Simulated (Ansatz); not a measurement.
Consider the redistribution: `[NH2][Mo](=[O])(=[O])[OH]` + `N[SiH2][O][GeH3]` → `[NH2][Mo]([NH2])(=[O])=[O]` + `O[SiH2][O][GeH3]`.

Computed with Ansatz on PBE0-D4/def2-TZVP structures; ΔE is electronic, products minus reactants. CCSD(T)/CBS adds triple-zeta CCSD(T) − MP2 to the extrapolated MP2 energy (def2 sets, frozen cores). Functionals use def2-TZVPP. B3LYP here is the variant with VWN-RPA as its local correlation; programs differ in this. def2 core potentials past Kr. For Ge, Mo outer-core shells are correlated without core-valence functions, which leaves a few kJ/mol of doubt a bond. Scalar relativity is left out up to krypton. Each species was taken in one conformer, which may not be the lowest.

```csv
level,ΔE (kJ/mol),difference from CCSD(T)/CBS
PBE-D4,-12.7,6.9
r2SCAN-D4,-13.7,5.9
B3LYP-D4,-17.3,2.3
ωB97X-V,-14.4,5.2
ωB97M-V,-16.1,3.5
PBE,-11.7,7.9
PBE0,-14.4,5.2
B3LYP,-15.6,4.0
HF/def2-TZVPP,-19.3,0.3
SCS-MP2/def2-TZVPP,-19.5,0.1
CCSD/def2-TZVPP,-20.3,-0.7
HF/def2-QZVPP,-19.3,0.3
SCS-MP2/def2-QZVPP,-19.3,0.3
HF/CBS(def2),-19.3,0.3
MP2/CBS(def2),-19.9,-0.3
CCSD/CBS(def2),-20.0,-0.4
CCSD(T)/CBS,-19.6,0
```

Largest T1 diagnostic among the species: 0.025, so the coupled-cluster value is less sure than usual.
